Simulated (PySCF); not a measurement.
## Two-component Hartree-Fock for V (vanadium, neutral)

Start: [Ar] 3d3 4s2; 3d3/2 filled at m_j = -1/2, +1/2, +3/2. Calculated with PySCF 2.14 in x2c-SVPall-2c (5s5p3d1f, 42 functions): generalised Hartree-Fock with the X2C-1e Hamiltonian and a Gaussian nucleus; one run each with spin-orbit coupling (SO) switched off, then screened by Boettger's factors.

```csv
spinor shell,electrons,"ε, spin-free (eV)","ε, screened SO (eV)",weight of nominal j (screened SO),"rms radius, screened SO (bohr)"
1s1/2,2,-5518.8,-5518.8,1.000,0.0768
2s1/2,2,-657.18,-657.16,1.000,0.333
2p1/2,2,-546.00,-551.23,0.986,0.301
2p3/2,4,-546.00,-543.39,0.993,0.303
3s1/2,2,-87.805,-87.795,1.000,1.02
3p1/2,2,-55.156,-56.876,0.656,1.11
3p3/2,4,-55.156,-54.288,0.828,1.11
3d3/2,3,-13.704,-13.711,0.609,1.51
4s1/2,2,-6.346,-6.345,1.000,3.90
```

```csv
quantity,spin-free,screened SO
E (hartree),-948.00289,-948.00979
M_J,3/2,3/2
⟨J²⟩,6.769,6.704
⟨L²⟩,12.007,12.006
⟨S²⟩,3.761,3.761
```

The determinant has a definite M_J but mixes levels of different J.

Each row is a mean over spinors that exchange with the open shell spreads, by up to 9.253 eV (3p1/2).

Rows whose weight is well below 1 are mixtures of j = l ± 1/2: exchange outweighs spin-orbit coupling there, and the label is only the starting occupation.

Without spin-orbit coupling the j labels of p, d and f shells carry no meaning; the spin-free column gives the mean over the occupied spinors of each nl shell, and its ⟨J²⟩ belongs to a mixture of degenerate components.
